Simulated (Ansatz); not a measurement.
InClI2, SMILES [Cl][In]([I])[I].

Geometry optimised at B3LYP-D3(BJ)/def2-SVP. The structure was generated by enumeration; whether it is a known compound was not checked. The def2 effective core potentials stand for the cores of I, In; spin–orbit coupling is left out.

Two levels are set side by side: PBE/def2-SVPD (Ansatz, a program for electronic structure) and CAM-B3LYP/def2-SVPD (Ansatz). Energy differences of separate SCF runs at the same geometry; the states with an electron removed or added have multiplicity 2 and 2. Differences are taken from unrounded values.

```
quantity                            PBE
---------------------------------  ----
vertical ionisation energy (eV)    9.39
vertical electron affinity (eV)    1.90
vertical singlet–triplet gap (eV)  2.91
```

### Question
These are the PBE values. What does CAM-B3LYP give? (The exact figures need the calculation; the answer reports its results.)

### Answer

```
quantity                           CAM-B3LYP  PBE minus CAM-B3LYP
---------------------------------  ---------  -------------------
vertical ionisation energy (eV)        10.09                -0.70
vertical electron affinity (eV)         1.91                -0.01
vertical singlet–triplet gap (eV)       3.52                -0.61
```
